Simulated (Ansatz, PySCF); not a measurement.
Ga(Et)(vinyl)(OMe) (C5H11GaO), SMILES C=[CH][Ga]([CH2]C)[O]C.

The structure is a stationary point at B3LYP-D3(BJ)/def2-SVP. The values are those of a single conformer.

Vertical ionisation energy (IE) and electron affinity (EA) in eV. Rows of orbital energies are one-electron estimates. Where ΔSCF, EOM or ADC give a negative EA the extra electron is unbound and the value depends on the basis.

```tsv
level	IE	EA
−ε(HOMO), −ε(LUMO), B3LYP/def2-TZVP (PySCF)	…	…
ΔSCF, CAM-B3LYP/def2-SVPD (Ansatz), final states of multiplicity 2 and 2	9.34	-0.57
```

Complete the blanks. (Estimate from the structure and the level; the computed values follow.)


- −ε(HOMO), −ε(LUMO), B3LYP/def2-TZVP (PySCF), IE: 7.04
- −ε(HOMO), −ε(LUMO), B3LYP/def2-TZVP (PySCF), EA: 1.29

What vertical singlet–triplet gap does ΔSCF give with CAM-B3LYP/def2-SVPD (Ansatz, an electronic-structure program)? (An estimate is asked for; the answer gives what the named calculation found.)

4.07 eV (triplet above singlet where positive).
